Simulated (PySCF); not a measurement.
## Correlation energy of Ti (titanium, neutral)

[Ar] 3d2 4s2, high-spin 3F determinant. Computed with PySCF 2.14 in dyall-av2z, with the non-relativistic Hamiltonian (point nucleus). Frozen: [Ar]; 4 electrons correlated; the 25 highest virtual orbitals of each spin left out.

MP2 pair energies summed by pair of shells (mhartree):

```tsv
pair	energy	share (%)
4s-4s	-20.80	54.8
3d-4s	-12.65	33.3
3d-3d	-4.49	11.8
```

Total MP2 correlation energy: -37.94 mhartree.

Same-spin part -9.55 and opposite-spin part -28.39 mhartree; SCS-MP2 scales them by 1/3 and 6/5 to -37.25 mhartree.
